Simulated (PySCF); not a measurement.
Mg⁺: excitation energy

Mg⁺ [Ne] 3s1 (2S) → Mg⁺ [Ne] 3d1 (2D), as a difference of total energies. Calculation: PySCF 2.14, in x2c-QZVPPall with one added diffuse shell each of s, p, d, f type (10s7p6d3f, 82 functions); scalar relativity by spin-free X2C-1e. Correlated levels: valence and next inner shell: 1s2 frozen. The calculations carry no spin-orbit coupling.

```
                                method  excitation energy (eV)
                                   UHF                   8.660
    MP2 (valence and next inner shell)                   8.862
SCS-MP2 (valence and next inner shell)                   8.819
   CCSD (valence and next inner shell)                   8.868
CCSD(T) (valence and next inner shell)                   8.875
```

Question: How much does correlation contribute at CCSD(T) (valence and next inner shell)?

Answer: 8.875 − (8.660) = 0.215 eV, measured against UHF.

Errors of the correlated levels include the incompleteness of this basis and the frozen core.

For comparison: 8.864 eV (measured; NIST levels, between the centres of gravity of the two terms).
